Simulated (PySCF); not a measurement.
An unknown gives this computed stick spectrum. The calculation used TDDFT wB97X-D/def2-SVPD, vertical, gas phase, core orbitals frozen in the response in PySCF. Geometries: PBE0-D3(BJ)/def2-SVP, one conformer each. Relativistic effects are left out although some hold elements past zinc.

```
state  E (eV)       f
   S1    5.77  0.0091
   S2    6.51   0.234
   S3    6.53  0.0076
   S4    6.83  0.0083
   S5    7.00  0.0072
   S6    7.11   0.066
   S7    7.23  0.0012
   S8    7.48   0.036
   S9    7.53   0.038
  S10    7.60   0.079
  S11    7.87  0.0019
  S12    8.11   0.095
  S13    8.27   0.010
  S14    8.32  0.0091
  S15    8.41   0.099
```

Triplets computed (Tamm–Dancoff): 5.41, 5.58, 6.42, 6.49 eV.

Orbital energies (eV): HOMO-3 -11.51, HOMO-2 -11.05, HOMO-1 -10.83, HOMO -9.97, LUMO 0.39, LUMO+1 0.55, LUMO+2 1.96.

Question: Which candidate is it?
A. `Cc1ccccc1`
B. `Cl[CH2][GeH]1[CH]=CC=[CH]1`
C. `C[CH](C)[Ga]([Cl])[Cl]`

Answer: C. Its S1, at 5.77 eV, is the highest among the candidates; the nearest of the others has S1 at 5.40 eV. S1 is HOMO→LUMO (94%). Löwdin shares by element: HOMO carbon 29% or more, chlorine 28%, gallium 15% (atoms not listed hold the other 28%); LUMO gallium 48%, chlorine 30%, carbon 8% or more. At the same level the other candidates give, for their lowest levels:
- `Cl[CH2][GeH]1[CH]=CC=[CH]1`: 4.52 eV (f 0.053); 5.57 eV (f 0.000); 5.91 eV (f 0.026); 6.34 eV (f 0.036); 6.82 eV (f 0.000); T1 2.80 eV; HOMO -8.63, LUMO 0.20 eV
- `Cc1ccccc1`: 5.40 eV (f 0.002); 6.10 eV (f 0.018); 7.00 eV (f 0.503); 7.04 eV (f 0.740); 7.23 eV (f 0.002); T1 4.16 eV; HOMO -8.72, LUMO 1.49 eV
